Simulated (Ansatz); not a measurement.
C3H7FOSi, SMILES O=CC[SiH2]CF.

Geometry optimised at PBE0-D3(BJ)/def2-SVP. The structure was generated by enumeration, and PubChem lists no compound with its InChIKey, so it may never have been made. One conformer was computed; it need not be the lowest.

Two levels are set side by side: PBE/def2-SVPD (Ansatz, a quantum-chemistry and plane-wave program) and ωB97X-V/def2-SVPD (Ansatz). Energy differences of separate SCF runs at the same geometry; the states with an electron removed or added have multiplicity 2 and 2. Differences are taken from unrounded values.

```tsv
quantity	ωB97X-V	PBE	PBE minus ωB97X-V
vertical ionisation energy (eV)	10.12	9.46	-0.66
vertical singlet–triplet gap (eV)	3.85	3.68	-0.17
```
